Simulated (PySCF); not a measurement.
**One molecule, a ladder of functionals, a line**

Molecule: `InChI=1S/C2H6FPSi/c3-2-1-5(2)4/h2,5H,1,4H2/t2-,5-/m0/s1`.

Bonds (- single, = double, # triple, : aromatic): F1-C2 1.367 Å, C2-C3 1.519 Å, C3-Si4 1.875 Å, Si4-P5 2.246 Å, Si4-C2 1.884 Å. C2 carries H6; C3 carries H7, H8; Si4 carries H9; P5 carries H10, H11. Stereochemistry as in F[C@@H]1C[Si@@H]1P. H7 is cis to F1 on the ring; H8 is trans to F1 on the ring.

GIAO shieldings (ppm, equivalent atoms averaged) in PySCF 2.14 on the PBE0-D3(BJ)/def2-SVP geometry, basis pcSseg-2, gas phase, non-relativistic:

```tsv
functional	exact exchange (%)	σ(F1)	σ(C2)	σ(C3)	σ(Si4)
BLYP	0	403.9	92.9	162.6	432.3
BP86	0	407.0	97.6	166.8	445.2
PBE	0	405.5	97.6	167.0	448.0
PBE0	25	424.1	107.2	173.8	462.5
mPW1PW91	25	424.5	106.6	173.3	460.3
BHandHLYP	50	437.8	111.5	175.9	462.3
HF	100	461.0	127.4	187.0	493.3
```

(1) Fit each shielding as a line in the percentage of exact exchange.

(2) What does the line predict for B3LYP (20 %), and what does the run give?

Answers

(1) σ(F1) = 407.3 + 0.56 x (rms 2.5 ppm); σ(C2) = 97.0 + 0.31 x (rms 2.0 ppm); σ(C3) = 166.3 + 0.21 x (rms 1.8 ppm); σ(Si4) = 443.6 + 0.49 x (rms 5.9 ppm). The functionals also differ in their semilocal parts, which the line can't hold; Hartree–Fock has no correlation at all.

(2) σ(F1): 418.5 predicted, 419.5 computed; σ(C2): 103.2 predicted, 100.9 computed; σ(C3): 170.5 predicted, 168.4 computed; σ(Si4): 453.4 predicted, 444.9 computed ppm.
